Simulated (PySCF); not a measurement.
NMR data sheet: C4H11AlCl3N

```
Formula        : C4H11AlCl3N
SMILES         : C[N+](C)(C)[AlH2-][C](Cl)(Cl)Cl
Carbon signals : 2
Proton signals : 2
```

Mapped SMILES: `[CH3:1][N+:2]([CH3:3])([CH3:4])[AlH2-:5][C:6]([Cl:7])([Cl:8])[Cl:9]`; H(Xn) means a hydrogen on atom n.

All values are calculated (PySCF 2.14.0 with density-fitted response routines): structure optimised with PBE0-D3(BJ)/def2-SVP, shieldings: GIAO KT2/pcSseg-1. In vacuum, single conformer, non-relativistic Hamiltonian, equivalent nuclei averaged.

Scale: 1H and 13C against TMS; NH3 for 15N; 27Al against AlH4- (reference shieldings calculated alike).

| carbon | δC, type | δH (multiplicity) | HMBC from (2–3 bonds) | span of the C tensor (ppm) |
| --- | --- | --- | --- | --- |
| C1/C3/C4 | 49.1, CH3 | 2.60 (s) | H(Al5), H(C1)/H(C3)/H(C4) | 69 |
| C6 | 124.5, C | – | H(Al5) | 22 |

Other nuclei:
| atoms | nucleus | environment | δ (ppm) | σ (ppm) |
| --- | --- | --- | --- | --- |
| H(Al5) | 1H | hydrogen on an aluminium bonded to C, N | 3.95 | 27.22 |
| N2 | 15N | donor nitrogen of a Lewis adduct | 53.4 | 210.9 |
| Al5 | 27Al | aluminium bonded to C, N, 2 H | 64.8 | 432.9 |

1. δC 124.5: fully substituted sp3 carbon bonded to Al and 3 Cl; 3 electronegative neighbours deshield it.
2. δC 49.1: methyl carbon bonded to N; deshielded by the electronegative neighbour.
3. δH 3.95: hydrogen on an aluminium bonded to C, N.
4. δH 2.60: hydrogen on a methyl carbon bonded to N; its carbon carries N, hence the downfield position.

Hydrides on Al or Ga are broadened by the quadrupolar metal nucleus. Carbons that carry Cl, above all several Cl atoms, come out too deshielded, partly because spin–orbit coupling is missing. Shifts are as computed. Against solution values, carbons near 30 ppm lie about +2 ppm off and those near 130 ppm about -5 ppm. Of 1313 compounds with measured shifts, 239 miss one by over three times the rms of a fit or turn the order of signals round; such compounds aren't used in these exercises. Experimental scales use liquid or dissolved standards, which lie at an offset from isolated NH3 (liquid NH3: subtract about 20 ppm). No couplings were computed; multiplicities are counted from neighbouring protons, with m where these are inequivalent, close in shift, in a saturated or five-membered ring or joined by F or P, and br s for small geminal =CH2 splittings.
